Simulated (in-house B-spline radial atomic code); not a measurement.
Ca2+ is squeezed into an impenetrable sphere of radius R (the orbitals vanish at R). Method: Dirac-Hartree-Fock, average of configuration, Fermi nucleus of rms radius 3.4776 fm. Calculated with a radial B-spline atomic code at the basis-set limit.

Energies in eV above the free ion in [Ne] 3s2 3p6:

```tsv
R (bohr)	highest level (eV)	[Ne] 3s2 3p6	[Ne] 3s1 3p6 3d1	[Ne] 3s2 3p5 3d1
7.67	-50.9	0	51.67	27.44
6.86	-50.9	1.722e-05	51.67	27.44
5.34	-50.9	0.002834	51.72	27.5
4.33	-50.9	0.07369	52.02	27.82
3.5	-50.3	0.9606	53.69	29.44
3.07	-49.1	3.484	57.22	32.77
2.55	-44.7	16.06	72.23	46.97
2.1	-33.5	59.53	119.4	92.33
1.94	-25.6	95.11	156.5	128.4
1.56	12.4	296.7	359.1	328
```

Task: Does [Ne] 3s1 3p6 3d1 fall below [Ne] 3s2 3p6 under compression?

Result: No, it stays above over the whole range.

Task: Does [Ne] 3s2 3p5 3d1 fall below [Ne] 3s2 3p6 under compression?

Result: No, it stays above over the whole range.

The highest level is first positive in the row R = 1.56 bohr, pushed up by confinement above the zero of the free ion's potential. Each configuration is held fixed and needn't be the lowest in the sphere.
